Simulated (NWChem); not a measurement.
# CH₄F₂O₂Si; SMILES F[Si](O)(O)CF

```xyz
10

O     -0.9410    -0.6312    -1.3233
Si     0.0097    -0.4096     0.0008
O      1.1925    -1.5422     0.0074
F     -0.9368    -0.5450     1.3106
C      0.8509     1.2629     0.0646
F     -0.1095     2.2544    -0.0379
H     -1.7752    -0.1543    -1.3607
H      0.9533    -2.4491    -0.2058
H      1.5717     1.3680    -0.7651
H      1.4135     1.3961     1.0053
```
Atoms are numbered in this order, from 1.

All runs: NWChem. Pople sets run with spherical d functions. Structure relaxed at the PBE0/def2-SVP level. Level PBE/6-31G*: energy and gradient on several grids; changes count from the extra-fine grid, which is no exact limit either.

**Question.** Which is the coarsest grid (medium; coarse; xfine; fine; xcoarse) from which on the energy stays within 500 μHa and each gradient component within 500 μHa/bohr of xfine?

**Answer.** coarse.
| grid | size of the energy change (μHa) | largest change of a gradient component (μHa/bohr) | time, medium = 1 (rough) |
|---|---|---|---|
| xcoarse | 10000 | 3000 | about 1 |
| coarse | 20 | 200 | about 1 |
| medium | < 10 | < 30 | about 1 |
| fine | < 10 | < 30 | about 1 |
| xfine | < 10 | < 30 | 2 |
